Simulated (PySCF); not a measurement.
## PbS₂⁻ at several levels of theory

All levels use the PBE0 minimum (doublet; Pb–S 2.397 Å (×2); S–Pb–S 128.7°), basis [Pb def2-TZVPD with ECP60, S def2-TZVPD], scalar-relativistic core potentials, density fitting, no spin–orbit coupling, PySCF. For vertical energies the ionised species is a singlet (spins chosen at PBE0 and kept). Open shells are unrestricted, also as the reference of the correlated levels. Dipoles are about the centre of mass. A dash marks a value that was not computed or is not defined at that level.

| level | vertical detachment energy (eV) | −ε(HOMO) (eV) | dipole (D) |
| --- | --- | --- | --- |
| PBE0 | 3.35 | 1.61 | 4.17 |
| HF | ? | ? | ? |
| MP2 | ? | – | – |
| PBE | 3.14 | 0.62 | 3.94 |
| r2SCAN | 3.33 | 0.89 | 4.03 |
| B3LYP | 3.31 | 1.40 | 4.11 |
| TPSSh | 3.22 | 1.05 | 4.11 |
| PBEsol | 3.14 | 0.61 | 3.90 |
| revPBE | 3.08 | 0.57 | 3.99 |

Fill in the row of HF.

vertical detachment energy (eV) 3.12, −ε(HOMO) (eV) 3.85, dipole (D) 4.57.

Fill in the row of MP2.

vertical detachment energy (eV) 3.11.

The lowest empty level of this anion is unbound, so it and the gap depend on the basis. Spin–orbit coupling, left out here, can matter for elements this heavy.
